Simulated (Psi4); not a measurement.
Psi4 input (wB97X-D/6-31G*):

```
memory 1500 MB

molecule {
1 2
C     1.59719000    0.19850800    0.10445900
C     0.46338900   -0.77883000   -0.19216200
C    -0.87644900   -0.31779300    0.33616100
F    -1.25734100    0.87869400   -0.28533300
H     1.39387400    1.17385600   -0.33824800
H     1.72301400    0.33829500    1.18087600
H     2.54353300   -0.16490300   -0.29847000
H     0.37565500   -0.94347200   -1.26960800
H     0.67488600   -1.75442200    0.25804700
H    -0.83724600   -0.12031800    1.41107300
H    -1.66243200   -1.04858800    0.13357300
symmetry c1
no_reorient
no_com
}

set {
  basis 6-31G*
  reference uks
  scf_type pk
  dft_radial_points 99
  dft_spherical_points 590
  e_convergence 1e-8
  d_convergence 1e-7
  maxiter 150
}

e = energy('wb97x-d')
print_out(f'\nFINAL {e:.10f} DIPOLE {variable("CURRENT DIPOLE")[0]:.6f} {variable("CURRENT DIPOLE")[1]:.6f} {variable("CURRENT DIPOLE")[2]:.6f}\n')
```

Output:

```
   => Loading Basis Set <=

    Name: 6-31G*
    Role: ORBITAL
    Keyword: BASIS
    atoms 1-3  entry C          line   111 file 6-31gs.gbs
    atoms 4    entry F          line   162 file 6-31gs.gbs
    atoms 5-11 entry H          line    44 file 6-31gs.gbs

   => WB97X-D: Empirical Dispersion <=

    Chai and Head-Gordon Dispersion Correction
    Chai, J.-D.; Head-Gordon, M. (2010), J. Chem. Phys., 132: 6615-6620

        s6 =       1.000000

         ---------------------------------------------------------
                                   SCF
               by Justin Turney, Rob Parrish, Andy Simmonett
                          and Daniel G. A. Smith
                              UKS Reference
         ---------------------------------------------------------

  ==> Geometry <==

    Molecular point group: c1
    Full point group: C1

    Geometry (in Angstrom), charge = 1, multiplicity = 2:

       Center              X                  Y                   Z               Mass
    ------------   -----------------  -----------------  -----------------  -----------------
         C            1.597190000000     0.198508000000     0.104459000000    12.000000000000
         C            0.463389000000    -0.778830000000    -0.192162000000    12.000000000000
         C           -0.876449000000    -0.317793000000     0.336161000000    12.000000000000
         F           -1.257341000000     0.878694000000    -0.285333000000    18.998403162730
         H            1.393874000000     1.173856000000    -0.338248000000     1.007825032230
         H            1.723014000000     0.338295000000     1.180876000000     1.007825032230
         H            2.543533000000    -0.164903000000    -0.298470000000     1.007825032230
         H            0.375655000000    -0.943472000000    -1.269608000000     1.007825032230
         H            0.674886000000    -1.754422000000     0.258047000000     1.007825032230
         H           -0.837246000000    -0.120318000000     1.411073000000     1.007825032230
         H           -1.662432000000    -1.048588000000     0.133573000000     1.007825032230

  Running in c1 symmetry.

  Rotational constants: A =      0.48544  B =      0.16756  C =      0.14183 [cm^-1]
  Rotational constants: A =  14553.23158  B =   5023.40742  C =   4251.96960 [MHz]
  Nuclear repulsion =  130.196019840069084

  Charge       = 1
  Multiplicity = 2
  Electrons    = 33
  Nalpha       = 17
  Nbeta        = 16

  ==> Algorithm <==

  SCF Algorithm Type is PK.
  DIIS enabled.
[...]
      27A      0.108784    28A      0.357460    29A      0.359980
      30A      0.372290    31A      0.421815    32A      0.432554
      33A      0.485722    34A      0.539642    35A      0.579854
      36A      0.655015    37A      0.674587    38A      0.704785
      39A      0.748699    40A      0.775143    41A      0.797479
      42A      0.801184    43A      0.836666    44A      0.870768
      45A      0.979225    46A      1.121591    47A      1.137781
      48A      1.186369    49A      1.265818    50A      1.280218
      51A      1.375001    52A      1.492615    53A      1.572481
      54A      1.644563    55A      1.673906    56A      1.722798
      57A      1.766592    58A      1.787921    59A      1.829309
      60A      1.893476    61A      1.928694    62A      2.080838
      63A      2.099039    64A      2.157494    65A      2.215061
      66A      2.235084    67A      2.311501    68A      2.475804
      69A      2.502445    70A      2.826989    71A      3.933667
      72A      4.026789    73A      4.175943    74A      4.313632

    Beta Occupied:

       1A    -25.105754     2A    -10.650678     3A    -10.561549
       4A    -10.519087     5A     -1.555470     6A     -1.140911
       7A     -1.028659     8A     -0.929282     9A     -0.848672
      10A     -0.828116    11A     -0.800593    12A     -0.749800
      13A     -0.712370    14A     -0.677568    15A     -0.655388
      16A     -0.653183

    Beta Virtual:

      17A     -0.455003    18A     -0.057397    19A     -0.025741
      20A      0.007342    21A      0.024204    22A      0.035596
      23A      0.050622    24A      0.070098    25A      0.076040
      26A      0.087048    27A      0.118596    28A      0.362880
      29A      0.363256    30A      0.382517    31A      0.425881
      32A      0.439022    33A      0.492731    34A      0.553229
      35A      0.584533    36A      0.666489    37A      0.690787
      38A      0.716886    39A      0.759155    40A      0.782926
      41A      0.803431    42A      0.808099    43A      0.841459
      44A      0.876000    45A      0.983604    46A      1.136540
      47A      1.148650    48A      1.191492    49A      1.269855
      50A      1.293198    51A      1.379781    52A      1.502800
      53A      1.577120    54A      1.656933    55A      1.683393
      56A      1.730561    57A      1.779745    58A      1.798159
      59A      1.838911    60A      1.902664    61A      1.938647
      62A      2.088033    63A      2.108628    64A      2.168370
      65A      2.223916    66A      2.247324    67A      2.320199
      68A      2.484202    69A      2.511580    70A      2.832822
      71A      3.941073    72A      4.035849    73A      4.182869
      74A      4.321046

    Final Occupation by Irrep:
              A
    DOCC [    16 ]
    SOCC [     1 ]
    NA   [    17 ]
    NB   [    16 ]

  @UKS Final Energy:  -217.87641279215154

   => Energetics <=

    Nuclear Repulsion Energy =            130.1960198400690842
    One-Electron Energy =                -546.8224886075445283
    Two-Electron Energy =                 218.7149696789887514
    DFT Exchange-Correlation Energy =     -19.9607368683882775
    Empirical Dispersion Energy =          -0.0041768352765760
    VV10 Nonlocal Energy =                  0.0000000000000000
    Total Energy =                       -217.8764127921515410

  UHF NO Occupations:
  HONO-2 :   15  A 1.9996702
  HONO-1 :   16  A 1.9995548
  HONO-0 :   17  A 1.0000000
  LUNO+0 :   18  A 0.0004452
  LUNO+1 :   19  A 0.0003298
  LUNO+2 :   20  A 0.0002605
  LUNO+3 :   21  A 0.0001579

Computation Completed

Properties will be evaluated at   0.000000,   0.000000,   0.000000 [a0]

Properties computed using the SCF density matrix

 Multipole Moments:

 ------------------------------------------------------------------------------------
     Multipole            Electronic (a.u.)      Nuclear  (a.u.)        Total (a.u.)
 ------------------------------------------------------------------------------------

 L = 1.  Multiply by 2.5417464519 to convert [e a0] to [Debye]
 Dipole X            :          0.0172007           -0.0000094            0.0171912
 Dipole Y            :         -0.9575847            0.0000076           -0.9575771
 Dipole Z            :          0.4448782           -0.0000113            0.4448668
 Magnitude           :                                                    1.0560095

 ------------------------------------------------------------------------------------

FINAL -217.8764127922 DIPOLE 0.017191 -0.957577 0.444867

*** Psi4 exiting successfully. Buy a developer a beer!
```

The dipole moment of an ion depends on the origin.

The geometry given is a B3LYP-D3(BJ)/def2-TZVP minimum of the species of charge 0 and multiplicity 1, not of this state.
